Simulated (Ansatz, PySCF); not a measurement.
C4, SMILES [C]1[C-]2[C+]1[C]2 (connectivity only; charge and spin as stated), neutral, multiplicity 1. Atoms are numbered in the order given.

```xyz
4

C      0.0000     0.7466     0.0000
C      0.0000    -0.7466     0.0000
C      0.0000     0.0000    -1.2332
C      0.0000     0.0000     1.2332
```

Coordinates come from a B3LYP-D3(BJ)/def2-TZVP optimisation.

Two levels are set side by side: PBE-D3(BJ)/def2-TZVP (Ansatz, an electronic-structure program) and B3LYP-D3(BJ)/def2-TZVP (Ansatz). Each level has its own optimised geometry; the coordinates shown are those of the second. Frequencies come from the Hessian of PySCF at each geometry. Differences are taken from unrounded values.

```
quantity                            B3LYP-D3(BJ)
----------------------------------  ------------
mean bond length (Å)                       1.452
bond C1–C2 (Å)                             1.493
bond C1–C3 (Å)                             1.442
bond C1–C4 (Å)                             1.442
bond C2–C3 (Å)                             1.442
bond C2–C4 (Å)                             1.442
highest harmonic wavenumber (cm⁻¹)          1394
mean harmonic wavenumber (cm⁻¹)              910
zero-point energy (kcal/mol)                7.81
```

Task: What does PBE-D3(BJ) give, and how far is it from B3LYP-D3(BJ)? (The exact figures need the calculation; the answer reports its results.)

Result: 
```json
[
 {"quantity": "mean bond length (Å)", "PBE-D3(BJ)": "1.466", "PBE-D3(BJ) minus B3LYP-D3(BJ)": "0.014"},
 {"quantity": "bond C1–C2 (Å)", "PBE-D3(BJ)": "1.506", "PBE-D3(BJ) minus B3LYP-D3(BJ)": "0.013"},
 {"quantity": "bond C1–C3 (Å)", "PBE-D3(BJ)": "1.455", "PBE-D3(BJ) minus B3LYP-D3(BJ)": "0.014"},
 {"quantity": "bond C1–C4 (Å)", "PBE-D3(BJ)": "1.455", "PBE-D3(BJ) minus B3LYP-D3(BJ)": "0.014"},
 {"quantity": "bond C2–C3 (Å)", "PBE-D3(BJ)": "1.455", "PBE-D3(BJ) minus B3LYP-D3(BJ)": "0.014"},
 {"quantity": "bond C2–C4 (Å)", "PBE-D3(BJ)": "1.455", "PBE-D3(BJ) minus B3LYP-D3(BJ)": "0.014"},
 {"quantity": "highest harmonic wavenumber (cm⁻¹)", "PBE-D3(BJ)": "1340", "PBE-D3(BJ) minus B3LYP-D3(BJ)": "-53"},
 {"quantity": "mean harmonic wavenumber (cm⁻¹)", "PBE-D3(BJ)": "871", "PBE-D3(BJ) minus B3LYP-D3(BJ)": "-40"},
 {"quantity": "zero-point energy (kcal/mol)", "PBE-D3(BJ)": "7.47", "PBE-D3(BJ) minus B3LYP-D3(BJ)": "-0.34"}
]
```

Exact exchange shortens and stiffens bonds; PBE has none. Differences between two approximate levels are no errors against the true value.
